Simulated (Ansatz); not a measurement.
Saddle search on CH8SeSi, singlet by partitioned rational-function steps on PBE0-D4/def2-TZVP gradients (Ansatz 0.2.0), from this start:

```
11
angstrom
Si -0.4850 0.1546 -0.2474
H 0.2351 -1.3397 0.2711
H -1.8648 -0.3868 -0.3533
H -0.2735 1.3740 -1.0920
C -0.0449 0.7819 1.4771
H 0.3397 -1.5138 -0.6851
Se 0.2900 -1.2082 -2.4778
H -0.3075 0.0705 2.2751
H -0.5787 1.7332 1.6475
H 1.0352 0.9959 1.5472
H 1.6544 -0.6617 -2.3624
```

| step | energy less the last (meV) | largest force (eV/Å) | curvature followed (eV/Å²) |
| --- | --- | --- | --- |
| 1 | 12.8 | 0.304 | -6.63 |
| 2 | 6.1 | 0.208 | -6.58 |
| 3 | 2.3 | 0.224 | -6.57 |
| 4 | 1.2 | 0.103 | -6.57 |
| 5 | 1.9 | 0.127 | -6.59 |
| 6 | 0.9 | 0.058 | -6.41 |
| 7 | 0.6 | 0.070 | -6.35 |
| 8 | 0.6 | 0.087 | -6.43 |
| 9 | 0.2 | 0.071 | -6.40 |
| 10 | 0.2 | 0.069 | -6.42 |
| 11 | 0.2 | 0.064 | -6.42 |
| 12 | 0.1 | 0.022 | -6.42 |
| 13 | 0.1 | 0.028 | -6.42 |
| 14 | 0.0 | 0.016 | -6.44 |
| 15 | 0.0 | 0.018 | -6.49 |
| 16 | 0.0 | 0.010 | -6.46 |
| 17 | 0.0 | 0.006 | -6.44 |

The search ended at:

```
11
angstrom
Si -0.4522 0.1534 -0.2421
H 0.3111 -1.2938 0.2861
H -1.8254 -0.3785 -0.3587
H -0.1696 1.3490 -1.0801
C -0.0727 0.7752 1.4885
H 0.3712 -1.4613 -0.6531
Se 0.2261 -1.2332 -2.4802
H -0.3622 0.0664 2.2668
H -0.6096 1.7179 1.6441
H 0.9947 0.9880 1.5961
H 1.5885 -0.6832 -2.4674
```
